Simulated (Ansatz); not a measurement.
**Ligand exchange: B(CH3)(SiH3)2 + C2H8SeSi → B(SiH3)3 + C3H8Se**

Species: B(CH3)(SiH3)2, singlet; C2H8SeSi `CC[Se][SiH3]`, singlet; B(SiH3)3, singlet; C3H8Se `CC[Se]C`, singlet. The partners trade CH3 for SiH3: B–CH3 and Se–SiH3 bonds give way to B–SiH3 and Se–CH3.

Shapes, held fixed at every level: PBE0-D4/def2-TZVP. Flexible molecules stand in one conformer, not always the lowest. Programs: Ansatz 0.2.0. The zero-point and thermal change to 298 K, harmonic and unscaled (PBE0-D4/def2-TZVP), is +0.4 kJ/mol.

| level | kind | ΔH(298 K) (kJ/mol) | less CCSD(T)/def2-TZVPP | CPU time (sum over the molecules) |
| --- | --- | --- | --- | --- |
| BHLYP-D4/def2-TZVPP | global hybrid | +112.8 | +7.6 | 51 s |
| r2SCAN0-D4/def2-TZVPP | global hybrid | +113.8 | +8.6 | 79 s |
| wB97X-V/def2-TZVPP | range-separated hybrid | +108.2 | +3.0 | 2.1 min |
| CCSD(T)/def2-SVP | coupled cluster or CI | +110.5 | +5.3 | 87 s |
| CCSD/def2-SVP | coupled cluster or CI | +111.4 | +6.2 | – |
| CCSD/def2-TZVPP | coupled cluster or CI | +106.0 | +0.8 | – |
| CCSD(T)/def2-TZVPP | coupled cluster or CI | +105.2 | 0.0 | 39 min |

The highest level, CCSD(T)/def2-TZVPP, gives ΔH(298 K) = +105.2 kJ/mol; the levels span +105.2 to +113.8. The column of differences is taken from that level and isn't an error. No measured value is set beside it here. Relativity is left out for Se. Outer-core shells of Se are correlated in most correlated rows, in sets that cover them unevenly. Times are processor times on shared x86 and Arm servers, and rough.
